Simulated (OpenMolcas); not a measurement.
## V²⁺: effect of the active space

| Property | Result |
| --- | --- |
| Program | OpenMolcas |
| Method | MS-CASPT2 or its RAS form, IPEA 0.25 Eh, imaginary shift 0.1 Eh |
| Basis | ANO-RCC-VQZP |
| Scalar Hamiltonian | DKH2, point nucleus |
| Spin-orbit coupling | RASSI with atomic mean-field integrals over the reference wave functions, term energies averaged over their components |

A. 3 electrons in 5 orbitals (3d); 2S+1 = 4 even, 10 roots; 2S+1 = 2 even, 40 roots; closed shells correlated: 3s 3p; CASPT2 step of the order of 25 core-seconds
B. 3 electrons in 6 orbitals (3d 4s); 2S+1 = 4 even, 20 roots; 2S+1 = 2 even, 64 roots kept (CI in the orbitals of an earlier block); closed shells correlated: 3s 3p; CASPT2 step roughly 70 core-seconds
C. 9 electrons in 8 orbitals (RAS1 3p, at most 2 holes; RAS2 3d); 2S+1 = 4 even, 10 roots; 2S+1 = 2 even, 40 roots; closed shells correlated: 3s; CASPT2 step of the order of 50 core-seconds
D. 3 electrons in 10 orbitals (3d 4d); 2S+1 = 4 even, 10 roots; 2S+1 = 2 even, 40 roots; closed shells correlated: 3s 3p; CASPT2 step roughly 6 core-minutes

Energies in cm⁻¹ above 3d³ ⁴F_3/2, the measured ground level; measured values from Sugar and Corliss, J. Phys. Chem. Ref. Data 7, 1191 (1978).

```csv
Level,A,B,C,D,Measured
3d³ ⁴F_3/2,0.0,0.0,0.0,0.0,0.0
3d³ ⁴F_5/2,155,162,164,157,146
3d³ ⁴F_7/2,367,383,388,372,342
3d³ ⁴F_9/2,633,660,668,641,584
3d³ ²G_7/2,11620,11860,11850,11810,11966
3d³ ²G_9/2,11850,12110,12090,12050,12187
3d³ ⁴P_1/2,12160,11820,12050,11880,11514
3d³ ⁴P_3/2,12220,11890,12120,11950,11592
3d³ ⁴P_5/2,12410,12080,12320,12140,11770
3d³ ²P_1/2,15270,15320,15380,15320,15580
3d³ ²P_3/2,15310,15350,15440,15370,15550
3d³ ²D_3/2(1),16240,16330,16510,16430,16330
3d³ ²D_5/2(1),16350,16450,16650,16580,16375
3d³ ²H_9/2,16800,16870,16750,16880,16811
3d³ ²H_11/2,16980,17060,16940,17070,16978
3d³ ²F_7/2,27910,27690,27980,28020,27728
3d³ ²F_5/2,28010,27790,28080,28120,27847
3d³ ²D_5/2(2),43410,42600,42890,43590,42267
3d³ ²D_3/2(2),43550,42740,43020,43700,42371
```

Deviations, from unrounded energies. A percentage is the sum of absolute deviations over the sum of measured energies, with the sign that they share, or ± where signs differ.

```
                        Against measurement  Levels     A      B      C     D
             mean absolute deviation (cm-1)      18   330    150    260   310
      fine structure of the ground term (%)       3  +7.9  +12.6  +13.9  +9.2
other terms of the ground configuration (%)      15  ±2.0   ±0.9   ±1.5  ±1.9
```

B lies closest to measurement on these levels and A furthest from it. The largest miss of B in the table is 3d³ ²D_3/2(2), by +370 cm-1. The ranking rests on the paired levels alone, and a cruder setting can come out closer through cancelling errors.

The two smallest mean deviations differ by little beside CASPT2's spread within terms, so their order carries little weight.

Among A to D the level of the table that moves most is 3d³ ²D_5/2(2), by 990 cm-1 (lowest in B, highest in D). Moves below CASPT2's spread within the term are not significant.

CASPT2 breaks the degeneracy within a term, and the mean is taken; among the terms shown or strongly mixed into the levels shown the widest spread is 1300 cm-1 (3d³ ⁴F, C). The CASPT2 spread within a term exceeds the gap to the next term for 3d³ ⁴P and 3d³ ²G, so the order of their levels is uncertain (figures for B; the like holds for C, D). Terms from blocks run as CI alone lack orbitals of their own (holds for B). Some levels mix across a computed gap that differs much from the measured one, so their mixing is not that of the real levels (holds for C; D). Active for correlation alone: 3p; no level in the range computed is led by a configuration that opens it, so any true level of that kind is missing (holds for C). Active for correlation alone: 4d; no level in the range computed is led by a configuration that fills it, so any true level of that kind is missing (holds for D). Measured partners are found by configuration, term and J. A level has none where our copy of the source lacks it or the pairing is in doubt (some pairs that miss far off the trend of their configuration count as doubtful), and it then counts in no deviation. Levels of configurations outside the active space are missing. The table leaves out levels that lie high or whose names do not pair safely across all columns.

A number in round brackets counts repeated terms of one configuration in the order of the reference energies.
